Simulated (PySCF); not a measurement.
CH5F3Si2. Atoms are numbered in the order given.

```xyz
11

C     -2.2005     0.8833    -0.6839
Si    -0.9706    -0.5008    -0.3912
F     -1.5708    -1.5565     0.7251
Si     1.0432     0.3684     0.4607
F      1.4777     1.5741    -0.5628
F      2.2297    -0.7559     0.4148
H     -3.1462     0.4922    -1.1105
H     -2.4366     1.4206     0.2564
H     -1.7702     1.6135    -1.4006
H     -0.7023    -1.2665    -1.6575
H      1.0134     0.9387     1.8486
```

The structure is a stationary point at PBE-D3(BJ)/def2-SVP. The structure was generated by enumeration; whether it is a known compound was not checked. The values are those of a single conformer.

All values below come from TDDFT-PBE/def2-SVPD run with PySCF.

Vertical excitations. Gas-phase values at a fixed geometry.

| state | energy (eV) | λ (nm) | f | main pairs |
|---|---|---|---|---|
| S1 | 5.71 | 217 | 0.018 | HOMO→LUMO 98 % |
| S2 | 6.12 | 203 | 0.029 | HOMO→LUMO+1 96 % |
| S3 | 6.53 | 190 | 0.004 | HOMO−1→LUMO 99 % |
| S4 | 7.03 | 176 | 0.037 | HOMO−1→LUMO+1 96 % |
| S5 | 7.23 | 171 | 0.002 | HOMO→LUMO+2 95 % |
| S6 | 7.65 | 162 | 0.006 | HOMO→LUMO+4 87 % |
| S7 | 7.77 | 159 | 0.100 | HOMO−2→LUMO 49 %, HOMO→LUMO+3 30 %, HOMO→LUMO+4 12 % |
| S8 | 7.85 | 158 | 0.196 | HOMO→LUMO+3 43 %, HOMO−2→LUMO 43 % |
| S9 | 7.99 | 155 | 0.009 | HOMO→LUMO+5 93 % |
| S10 | 8.17 | 152 | 0.003 | HOMO−2→LUMO+1 82 %, HOMO−3→LUMO 13 % |
| T1 | 5.02 | 247 | 0 | HOMO→LUMO 99 % |
| T2 | 5.38 | 230 | 0 | HOMO→LUMO+1 99 % |
| T3 | 6.30 | 197 | 0 | HOMO−1→LUMO 99 % |
| T4 | 6.64 | 187 | 0 | HOMO−1→LUMO+1 98 % |
Triplets are in the Tamm–Dancoff approximation, which puts them higher than full response would, so one can lie above its singlet here.
